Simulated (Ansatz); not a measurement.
Level of theory: Ansatz (a program for electronic structure) with PBE0-D3(BJ)/def2-SVP. No frequencies were computed at this level.

Ansatz 0.2 input:
```yaml
crystal:
  periodic: [false, false, false]
  atoms:
    - { symbol: Ga, position_ang: [-0.057864, 0.011148, -0.190005] }
    - { symbol: C, position_ang: [-0.516229, -1.957443, -0.486088] }
    - { symbol: H, position_ang: [0.359432, -2.613899, -0.490217] }
    - { symbol: H, position_ang: [-0.980437, -2.060723, -1.47276] }
    - { symbol: H, position_ang: [-1.233584, -2.368355, 0.231366] }
    - { symbol: C, position_ang: [1.622897, 0.690989, -1.131351] }
    - { symbol: H, position_ang: [2.530285, 0.121612, -0.906319] }
    - { symbol: H, position_ang: [1.837307, 1.745747, -0.933075] }
    - { symbol: H, position_ang: [1.472378, 0.607748, -2.213039] }
    - { symbol: C, position_ang: [-1.642089, 1.300123, -0.145634] }
    - { symbol: H, position_ang: [-1.419575, 2.278258, 0.292286] }
    - { symbol: H, position_ang: [-2.517046, 0.897183, 0.3739] }
    - { symbol: H, position_ang: [-1.960512, 1.493647, -1.175586] }
    - { symbol: C, position_ang: [-0.562241, -0.264482, 2.797326] }
    - { symbol: N, position_ang: [0.59031, 0.010536, 1.953291] }
    - { symbol: C, position_ang: [1.144795, 1.314762, 2.281807] }
    - { symbol: C, position_ang: [1.600363, -1.019099, 2.143212] }
    - { symbol: H, position_ang: [-0.2852, -0.303334, 3.858018] }
    - { symbol: H, position_ang: [-0.999562, -1.219332, 2.505737] }
    - { symbol: H, position_ang: [-1.308715, 0.515226, 2.650018] }
    - { symbol: H, position_ang: [2.009551, 1.506811, 1.647642] }
    - { symbol: H, position_ang: [1.449507, 1.369927, 3.334156] }
    - { symbol: H, position_ang: [0.396027, 2.0819, 2.084621] }
    - { symbol: H, position_ang: [1.970246, -1.035552, 3.175799] }
    - { symbol: H, position_ang: [1.171911, -1.990836, 1.900326] }
    - { symbol: H, position_ang: [2.434066, -0.831542, 1.466612] }
basis:
  gaussian: { orbitals: def2-svp }
hamiltonian:
  xc: pbe0
  dispersion: d3bj
relax:
  max_steps: 150
```

Output:

```
Functional definition: PBE0
2476 factors; integrals over basis functions are off by at most 3.7e-4 eV
mean field evaluation 1: about -60337.7619 eV, gradient 8.6e1 eV
mean field evaluation 2: about -60333.6798 eV, gradient 9.3e1 eV
mean field evaluation 4: about -60355.1419 eV, gradient 3.4e0 eV
mean field evaluation 8: about -60355.2025 eV, gradient 2.1e-1 eV
mean field evaluation 16: about -60355.2026 eV, gradient 3.6e-5 eV
mean field -60355.20256710 eV, -2218.0127841153 hartree, gradient 3.6e-5 eV, S^2 0.000000; 0 other end points of the search recorded, 0 dependent functions left out
reference -60355.20260243 eV, -2218.0127854137 hartree; 46, 46 occupied and 174, 174 virtual orbitals, 2476 factors
relax step   1: F+E_penalty+E_count = -60355.80683142 eV  Δ(F+E_penalty+E_count) = +0.000e0 eV  max|allowed force component| = 6.740e-1 eV/Å  Δτ_max = 0.0000 Å  (27 SCF iters, accepted)
these checks for a lower state are left out or cut short: starts, cluster_reference, orbital_swaps, neighbouring_geometries, increment
2476 factors; integrals over basis functions are off by at most 3.8e-4 eV
mean field -60355.27180609 eV, -2218.0153286013 hartree, gradient 8.9e-6 eV, S^2 0.000000; 0 other end points of the search recorded, 0 dependent functions left out
reference -60355.27184090 eV, -2218.0153298803 hartree; 46, 46 occupied and 174, 174 virtual orbitals, 2476 factors
relax step   2: F+E_penalty+E_count = -60355.89118068 eV  Δ(F+E_penalty+E_count) = -8.435e-2 eV  max|allowed force component| = 2.405e-1 eV/Å  Δτ_max = 0.0913 Å  (30 SCF iters, accepted)
these checks for a lower state are left out or cut short: starts, cluster_reference, orbital_swaps, neighbouring_geometries, increment
2476 factors; integrals over basis functions are off by at most 3.8e-4 eV
mean field -60355.27897480 eV, -2218.0155920463 hartree, gradient 8.1e-6 eV, S^2 0.000000; 0 other end points of the search recorded, 0 dependent functions left out
reference -60355.27900964 eV, -2218.0155933269 hartree; 46, 46 occupied and 174, 174 virtual orbitals, 2476 factors
relax step   3: F+E_penalty+E_count = -60355.89736536 eV  Δ(F+E_penalty+E_count) = -6.185e-3 eV  max|allowed force component| = 5.059e-2 eV/Å  Δτ_max = 0.0216 Å  (30 SCF iters, accepted)
these checks for a lower state are left out or cut short: starts, cluster_reference, orbital_swaps, neighbouring_geometries, increment
2476 factors; integrals over basis functions are off by at most 3.8e-4 eV
mean field evaluation 32: about -60355.2376 eV, gradient 3.8e-1 eV
mean field -60355.27960191 eV, -2218.0156150923 hartree, gradient 1.4e-5 eV, S^2 0.000000; 0 other end points of the search recorded, 0 dependent functions left out
reference -60355.27963675 eV, -2218.0156163725 hartree; 46, 46 occupied and 174, 174 virtual orbitals, 2476 factors
relax step   4: F+E_penalty+E_count = -60355.89782307 eV  Δ(F+E_penalty+E_count) = -4.577e-4 eV  max|allowed force component| = 1.754e-2 eV/Å  Δτ_max = 0.0046 Å  (23 SCF iters, accepted)
these checks for a lower state are left out or cut short: starts, cluster_reference, orbital_swaps, neighbouring_geometries, increment
2476 factors; integrals over basis functions are off by at most 3.8e-4 eV
mean field -60355.27972279 eV, -2218.0156195347 hartree, gradient 5.4e-6 eV, S^2 0.000000; 0 other end points of the search recorded, 0 dependent functions left out
reference -60355.27975762 eV, -2218.0156208147 hartree; 46, 46 occupied and 174, 174 virtual orbitals, 2476 factors
relax step   5: F+E_penalty+E_count = -60355.89788041 eV  Δ(F+E_penalty+E_count) = -5.734e-5 eV  max|allowed force component| = 1.619e-3 eV/Å  Δτ_max = 0.0032 Å  (22 SCF iters, accepted)
2476 factors; integrals over basis functions are off by at most 3.8e-4 eV
mean field -60355.27972279 eV, -2218.0156195347 hartree, gradient 5.4e-6 eV, S^2 0.000000; 1 other end points of the search recorded, 0 dependent functions left out
reference -60355.27975762 eV, -2218.0156208147 hartree; 46, 46 occupied and 174, 174 virtual orbitals, 2476 factors
Total energy: -60355.89791524 eV, -2218.0383376881 hartree
Atom 0 at    -0.058708     0.011237    -0.193193 Å, force     0.000244    -0.000008     0.001338 eV/Å
Atom 1 at    -0.499627    -1.919462    -0.446516 Å, force    -0.000355     0.000558     0.000213 eV/Å
Atom 2 at     0.388130    -2.572504    -0.445035 Å, force     0.000056     0.000138     0.000061 eV/Å
Atom 3 at    -0.981705    -2.043626    -1.430930 Å, force    -0.000709    -0.000399    -0.000689 eV/Å
Atom 4 at    -1.212930    -2.309850     0.298536 Å, force     0.000033    -0.000174     0.000217 eV/Å
Atom 5 at     1.601926     0.674952    -1.080768 Å, force    -0.000200    -0.000594     0.000264 eV/Å
Atom 6 at     2.501860     0.091221    -0.824517 Å, force     0.000220    -0.000016     0.000170 eV/Å
Atom 7 at     1.812137     1.736610    -0.872719 Å, force    -0.000077    -0.000068     0.000079 eV/Å
Atom 8 at     1.476134     0.585862    -2.173073 Å, force     0.000310    -0.000230    -0.001006 eV/Å
Atom 9 at    -1.599480     1.278383    -0.112776 Å, force     0.000853     0.000155     0.000044 eV/Å
Atom 10 at    -1.347196     2.250706     0.342449 Å, force     0.000050     0.000134     0.000199 eV/Å
Atom 11 at    -2.472918     0.867948     0.419417 Å, force     0.000033    -0.000036     0.000047 eV/Å
Atom 12 at    -1.930109     1.495528    -1.142538 Å, force    -0.000428     0.000533    -0.000875 eV/Å
Atom 13 at    -0.586073    -0.273028     2.752363 Å, force    -0.001270    -0.000465     0.001151 eV/Å
Atom 14 at     0.579557     0.010503     1.918729 Å, force     0.000166    -0.000018     0.000612 eV/Å
Atom 15 at     1.127547     1.327189     2.235012 Å, force     0.000599     0.001619     0.000596 eV/Å
Atom 16 at     1.597088    -1.023164     2.092534 Å, force     0.001318    -0.001135     0.000355 eV/Å
Atom 17 at    -0.311508    -0.307158     3.823410 Å, force    -0.000093     0.000210    -0.001095 eV/Å
Atom 18 at    -1.019539    -1.240076     2.463958 Å, force     0.001141     0.000678     0.000128 eV/Å
Atom 19 at    -1.345553     0.505115     2.601887 Å, force     0.000658    -0.000942    -0.000545 eV/Å
Atom 20 at     1.994491     1.530133     1.592976 Å, force    -0.001288    -0.000192    -0.000004 eV/Å
Atom 21 at     1.441493     1.384469     3.294187 Å, force    -0.000229    -0.000296    -0.001069 eV/Å
Atom 22 at     0.368588     2.098120     2.045431 Å, force     0.000184    -0.001271     0.000439 eV/Å
Atom 23 at     1.967460    -1.046859     3.134633 Å, force    -0.000614     0.000078    -0.000945 eV/Å
Atom 24 at     1.173519    -2.004020     1.840552 Å, force     0.000340     0.001146    -0.000481 eV/Å
Atom 25 at     2.441438    -0.827211     1.418036 Å, force    -0.000941     0.000596     0.000795 eV/Å
Dipole moment:     0.249794    -0.000260     0.826127 e Å
```

Cost: around 4 core-minutes (rough).
